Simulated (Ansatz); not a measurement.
Species: C3H3NO, SMILES `CC(=O)C#N` (charge 0, multiplicity 1).

Q: Give a relaxed geometry from B3LYP-D3(BJ)/def2-TZVP run with Ansatz (a program for electronic structure).

A: the end point of this relaxation (outside a Z-matrix the atoms follow the SMILES, hydrogens last).
Bond lengths (Å): C1–C2 1.499, C1–H6 1.093, C1–H7 1.087, C1–H8 1.093, C2–O3 1.202, C2–C4 1.481, C4–N5 1.150. Angles (°): C2–C1–H6 109.7, C2–C1–H7 109.7, C2–C1–H8 109.7, H6–C1–H7 110.4, H6–C1–H8 107.0, H7–C1–H8 110.4, C1–C2–O3 125.6, C1–C2–C4 114.7, O3–C2–C4 119.7, C2–C4–N5 178.8.
